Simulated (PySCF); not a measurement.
CH₃F₂IOSi. Atoms are numbered in the order given.

```xyz
9

C      2.6688     0.2716    -1.0122
O      1.4912     1.0514    -1.1262
Si    -0.0578     0.6041    -0.9416
F     -0.5573    -0.3105    -2.1675
F     -0.9476     1.9364    -0.9529
I     -0.4257    -0.6293     1.1188
H      3.5319     0.9481    -1.0838
H      2.7084    -0.2528    -0.0423
H      2.7317    -0.4726    -1.8234
```

Geometry optimised at B3LYP-D3(BJ)/def2-SVP. This is a generated structure with no PubChem entry under its InChIKey; it may be hypothetical. The def2 effective core potentials stand for the cores of I; spin–orbit coupling is left out. Other conformers were not sampled.

Method: TDDFT-M06-2X/def2-SVPD (PySCF).

Vertical excitations. Gas-phase values at a fixed geometry.

Computed lowest excited states:
```
state  energy (eV)  λ (nm)      f                                                                   main pairs
-----  -----------  ------  -----  ---------------------------------------------------------------------------
S1            6.04     205  0.011                                                               HOMO→LUMO 86 %
S2            6.09     204  0.015                                                             HOMO−1→LUMO 86 %
S3            7.66     162  0.039        HOMO→LUMO+1 32 %, HOMO→LUMO+4 19 %, HOMO→LUMO+5 18 %, HOMO→LUMO+7 8 %
S4            7.77     160  0.085   HOMO→LUMO+5 24 %, HOMO−1→LUMO+1 22 %, HOMO−1→LUMO+4 17 %, HOMO→LUMO+4 10 %
S5            7.80     159  0.091    HOMO→LUMO+5 22 %, HOMO−1→LUMO+4 20 %, HOMO−1→LUMO+1 17 %, HOMO→LUMO+4 9 %
S6            7.87     158  0.050                                         HOMO−2→LUMO 44 %, HOMO−1→LUMO+5 31 %
S7            8.08     154  0.049      HOMO−1→LUMO+5 20 %, HOMO→LUMO+6 17 %, HOMO−2→LUMO 17 %, HOMO→LUMO+5 9 %
S8            8.15     152  0.003                        HOMO−1→LUMO+6 39 %, HOMO→LUMO+6 19 %, HOMO−3→LUMO 8 %
S9            8.23     151  0.007                       HOMO−3→LUMO 36 %, HOMO→LUMO+2 21 %, HOMO−1→LUMO+6 13 %
S10           8.28     150  0.012                         HOMO→LUMO+2 58 %, HOMO−3→LUMO 13 %, HOMO→LUMO+4 10 %
T1            5.63     220      0                                                               HOMO→LUMO 82 %
T2            5.68     218      0                                                             HOMO−1→LUMO 82 %
T3            6.95     178      0                          HOMO−2→LUMO 46 %, HOMO−4→LUMO 10 %, HOMO−3→LUMO 7 %
T4            7.48     166      0  HOMO−1→LUMO+1 30 %, HOMO−1→LUMO+4 17 %, HOMO−1→LUMO+5 14 %, HOMO−2→LUMO 8 %
```
Triplets are in the Tamm–Dancoff approximation, which puts them higher than full response would, so one can lie above its singlet here.
